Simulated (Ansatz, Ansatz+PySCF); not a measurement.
| atom | x (Å) | y (Å) | z (Å) |
| --- | --- | --- | --- |
| F | 0.0000 | -0.3843 | -1.1941 |
| H | 0.0000 | 0.4552 | -0.7986 |
| F | 0.0000 | 0.3843 | 1.1941 |
| H | 0.0000 | -0.4552 | 0.7986 |

Basis set: def2-SVP (spherical functions). Left uncorrelated: 2 orbitals. Charge 0, multiplicity 1.

Computed with Ansatz (development build ahead of 0.2.0); each method stands on the lowest determinant of its kind that the runs found. Restricted open shells among the atoms or ions are ROHF, correlated in semicanonical orbitals with singles. Restricted functionals stand beside restricted open-shell atoms, which can lie above the unrestricted atoms usual in DFT and then raise those values.

(1) Give the atomization energy at this shape (free ground-state atoms in the same class of orbitals less the molecule, no zero-point energy) of singlet H₂F₂ by ωB97X (unrestricted), ωB97X (restricted), r²SCAN (unrestricted), r²SCAN (restricted), PBE0 (restricted), PBE0 (unrestricted), PBE (restricted), PBE (unrestricted), RHF-CCSD(T), RHF-MP2, RHF, UHF.

Answers

(1)

```json
{"method": "ωB97X (unrestricted)", "atomization energy": "1148.3 kJ/mol"}
{"method": "ωB97X (restricted)", "atomization energy": "1156.1 kJ/mol"}
{"method": "r²SCAN (unrestricted)", "atomization energy": "1147.9 kJ/mol"}
{"method": "r²SCAN (restricted)", "atomization energy": "1159.2 kJ/mol"}
{"method": "PBE0 (restricted)", "atomization energy": "1141.7 kJ/mol"}
{"method": "PBE0 (unrestricted)", "atomization energy": "1133.5 kJ/mol"}
{"method": "PBE (restricted)", "atomization energy": "1181.3 kJ/mol"}
{"method": "PBE (unrestricted)", "atomization energy": "1175.2 kJ/mol"}
{"method": "RHF-CCSD(T)", "atomization energy": "1105.3 kJ/mol"}
{"method": "RHF-MP2", "atomization energy": "1132.8 kJ/mol"}
{"method": "RHF", "atomization energy": "820.1 kJ/mol"}
{"method": "UHF", "atomization energy": "801.3 kJ/mol"}
```
